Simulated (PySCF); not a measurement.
Species: C₄H₁₁NOSi₂.
Atom-mapped SMILES: `[CH3:1][C:2](=[O:3])[NH:4][SiH:5]1[CH2:6][SiH2:7][CH2:8]1` (hydrogens: H9, H10, H11 on C1; H12 on N4; H13 on Si5; H14, H15 on C6; H16, H17 on Si7; H18, H19 on C8)

Computed, not measured: PBE0-D3(BJ)/def2-SVP geometry optimisation, gas phase in PySCF 2.14.0.

(1) Give the optimised bond lengths and angles.

## Answers

(1) 
```csv
bond,length (Å)
C1–C2,1.508
C2=O3,1.218
C2–N4,1.367
N4–Si5,1.775
Si5–C6,1.898
"C6–Si7, Si7–C8",1.904
Si5–C8,1.889
"C1–H9, C1–H10, C1–H11",1.099
N4–H12,1.013
Si5–H13,1.490
"C6–H14, C8–H18",1.099
"C6–H15, C8–H19",1.104
Si7–H16,1.496
Si7–H17,1.497
```

Bonds in one row agree within 0.01 Å and their mean is given. A selection of angles:
```csv
angle,degrees
C2–C1–H9,110.9
C2–C1–H10,110.3
H9–C1–H10,107.7
H9–C1–H11,109.6
C1–C2–O3,123.1
C1–C2–N4,117.0
O3–C2–N4,119.8
C2–N4–Si5,117.6
C2–N4–H12,119.1
Si5–N4–H12,123.3
N4–Si5–C6,105.6
N4–Si5–C8,111.4
N4–Si5–H13,110.4
C6–Si5–C8,90.7
C6–Si5–H13,118.0
C8–Si5–H13,118.9
Si5–C6–Si7,86.7
Si5–C6–H14,120.1
Si5–C6–H15,110.8
Si7–C6–H14,119.9
Si7–C6–H15,109.9
H14–C6–H15,107.9
C6–Si7–C8,90.1
C6–Si7–H16,112.0
C6–Si7–H17,116.0
C8–Si7–H16,112.8
C8–Si7–H17,116.5
H16–Si7–H17,108.6
Si7–C8–H18,120.7
Si7–C8–H19,110.8
Si5–C8–H18,117.4
```

Torsions: C1–C2–N4–Si5 180° (antiperiplanar); C2–N4–Si5–C6 168° (antiperiplanar); N4–Si5–C6–Si7 -95° (anticlinal); Si5–C6–Si7–C8 -17° (synperiplanar); C6–Si7–C8–Si5 17° (synperiplanar); N4–Si5–C8–Si7 90°. The mirror-image conformer, all signs reversed, is as good.

Si5 (SiH silicon) has angles from 90.7° to 118.9°. The 4-membered ring Si5–C6–Si7–C8 has internal angles of 86.7° to 90.7°; it is puckered, 0.14 Å rms from its mean plane, widest ring torsion 17°. N4 (amide nitrogen) is planar (angles 123.3°, 119.1° and 117.6°, sum 360.0°, 0.00 Å off the plane of its three neighbours). Si7 (SiH2 silicon) has angles from 90.1° to 116.5°.

Point group: C1 (no symmetry element, even within 0.4 Å). No frequency check. One conformer, not necessarily the lowest.

The run took 5.0 min wall on an Arm Neoverse V1 with one thread, on a shared host, and the process peaked at 0.75 GiB of memory. These figures are those of the optimisation.
